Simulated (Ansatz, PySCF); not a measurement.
Spin states of COOs (SMILES [O+]#[C-]->[Os]), each relaxed with B3LYP-D3(BJ)/def2-TZVP.
State 1 (charge 0, multiplicity 3):
| atom | x (Å) | y (Å) | z (Å) |
|---|---|---|---|
| Os | -1.0118 | -0.8084 | -0.9236 |
| O | 0.8564 | 0.7302 | 0.7569 |
| C | 0.1223 | 0.1257 | 0.0965 |
State 2 (charge 0, multiplicity 5):
```xyz
3

Os    -1.06268    -0.88922    -0.95743
O      0.89450     0.69768     0.81073
C      0.13501     0.23901     0.07648
```

```
level                        energy of the multiplicity-5 state less that of the multiplicity-3 state (kJ/mol)  cost
---------------------------  ---------------------------------------------------------------------------------  ----
SVWN5/def2-TZVPP                                                                                         186.4  ×0.4
PBE-D3(BJ)/def2-TZVPP                                                                                    146.0    ×1
PBE-D4/def2-TZVPP                                                                                        146.0    ×1
BLYP-D4/def2-TZVPP                                                                                       164.2    ×1
r2SCAN-D3(BJ)/def2-TZVPP                                                                                  99.8    ×5
r2SCAN-D4/def2-TZVPP                                                                                      99.8    ×5
B97M-V/def2-TZVPP                                                                                        107.3   ×10
B3LYP/def2-TZVPP                                                                                         144.3  ×0.4
B3LYP-D3(BJ)/def2-TZVPP                                                                                  144.3  ×0.4
PBE0/def2-TZVPP                                                                                          117.3  ×0.6
PBE0-D3(BJ)/def2-TZVPP                                                                                   117.3  ×0.6
BHLYP-D4/def2-TZVPP                                                                                      112.1  ×0.6
CAM-B3LYP/def2-TZVPP                                                                                     134.8  ×0.6
CAM-B3LYP-D3(BJ)/def2-TZVPP                                                                              134.8  ×0.6
CAM-B3LYP-D4/def2-TZVPP                                                                                  134.8  ×0.6
wB97X-V/def2-TZVPP                                                                                       141.4    ×2
wB97M-V/def2-TZVPP                                                                                       134.0    ×2
B2PLYP/def2-TZVPP                                                                                        148.5  ×0.7
B2PLYP-D4/def2-TZVPP                                                                                     148.5  ×0.7
CCSD/def2-SVP                                                                                            109.7     -
```

The rows run from 99.8 (r2SCAN-D3(BJ)/def2-TZVPP) to 186.4 kJ/mol (SVWN5/def2-TZVPP). The dispersion term adds 0.0 in B3LYP-D3(BJ), 0.0 in PBE0-D3(BJ), 0.0 in CAM-B3LYP-D3(BJ). The 8 functionals in def2-TZVPP without D3 or D4 span 79.1, from B97M-V to SVWN5.

Singlets are restricted, other states unrestricted; no spin–orbit coupling, no relativity up to Kr; see below for the cores. The largest T1 diagnostic is 0.053.

Correlated levels freeze the inner cores; with def2 sets outer-core shells near the valence are correlated too.

Doubts at one or more of the structures used: a spin-contaminated determinant (CCSD/def2-SVP).

Run with Ansatz (Gaussian basis) for Hartree–Fock, density functionals and correlated methods; PySCF for the dispersion terms. Each number belongs to the level named beside it. In def2 rows elements past Kr take small-core potentials, without spin–orbit coupling.

Costs are rough ratios of core time to PBE/def2-TZVPP (about 40 s over the structures, on one shared machine); a dash marks a level with no comparable run of its own.

Ansatz is an electronic-structure program.
